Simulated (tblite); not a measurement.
Parent: `[CH3:1][SiH2:2][SiH2:3][C:4]([F:5])([F:6])[F:7]` with C1–Si2–Si3–C4 -59°, C2H7F3Si2.

The geometries are computed with GFN2-xTB (gas phase). One conformer each, not checked by frequencies here.

| coordinate of the parent | value |
| --- | --- |
| C1–Si2 | 1.901 Å |
| Si2–Si3 | 2.324 Å |
| Si3–C4 | 1.951 Å |
| C4–F5 | 1.346 Å |
| C4–F6 | 1.353 Å |
| C4–F7 | 1.353 Å |
| C1–Si2–Si3 | 110.0° |
| Si2–Si3–C4 | 106.4° |
| Si3–C4–F5 | 113.8° |
| Si3–C4–F6 | 112.2° |
| Si3–C4–F7 | 112.6° |
| F5–C4–F6 | 106.1° |
| F5–C4–F7 | 106.0° |
| F6–C4–F7 | 105.5° |

**Question.** How does the shared frame change in `[CH3:1][SiH2:2][Si@@H:3]([S:4][CH3:5])[C:6]([F:7])([F:8])[F:9]` with C1–Si2–Si3–S4 164°, Si2–Si3–S4–C5 154°, C3H9F3SSi2? Atoms pair as C1 = C1, Si2 = Si2, Si3 = Si3, C4 = C6, F5 = F8, F6 = F9, F7 = F7 (parent first).

**Answer.** 
```tsv
parent	relative	value in the relative	change
C1–Si2	C1–Si2	1.897 Å	-0.004
Si2–Si3	Si2–Si3	2.323 Å	-0.001
Si3–C4	Si3–C6	1.962 Å	+0.011
C4–F5	C6–F8	1.349 Å	+0.003
C4–F6	C6–F9	1.349 Å	-0.004
C4–F7	C6–F7	1.353 Å	0.000
C1–Si2–Si3	C1–Si2–Si3	107.5°	-2.5
Si2–Si3–C4	Si2–Si3–C6	107.0°	+0.6
Si3–C4–F5	Si3–C6–F8	113.6°	-0.2
Si3–C4–F6	Si3–C6–F9	114.0°	+1.8
Si3–C4–F7	Si3–C6–F7	110.9°	-1.7
F5–C4–F6	F8–C6–F9	106.2°	+0.1
F5–C4–F7	F8–C6–F7	105.7°	-0.3
F6–C4–F7	F9–C6–F7	105.8°	+0.3
```

Of the parent's bonds, Si3–C4 changes most (+0.011 Å). Bonds of the relative outside the shared frame: Si3–S4 2.145, S4–C5 1.826 Å. Point group C1 → C1.
